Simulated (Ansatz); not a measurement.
Molecule: sum formula HSO2, net charge 0, doublet state. It need not be the lowest isomer of its formula. 
Coordinates optimised at B3LYP-D3(BJ)/def2-TZVP (Ansatz, a quantum-chemistry and plane-wave program):
```
S
O 1 1.4558
O 1 1.4558 2 123.06
H 1 1.3839 2 105.30 3 -120.30
```
Charge 0, spin multiplicity 2.

Parts of the frozen-core correlation energy in cc-pVTZ (Ansatz, hartree). Frozen orbitals: 7; correlated occupied orbitals by spin: 10 and 9; virtual: 91 and 92. UHF or UKS for open shells. Spin-orbit coupling is left out. No relativistic terms.

| term | value |
|---|---|
| reference (HF) | -547.81556 |
| MP2 opposite-spin | ___ |
| MP2 same-spin | -0.17328 |
| CCSD correlation | ___ |
| (T) | ___ |
| T1 diagnostic | 0.023 |
| largest doubles amplitude | 0.035 |
| <S^2> of the reference | 0.784 |

Problem. Fill in the missing entries.

Solution. 
- MP2 opposite-spin, value: -0.47762
- CCSD correlation, value: -0.65550
- (T), value: -0.03112
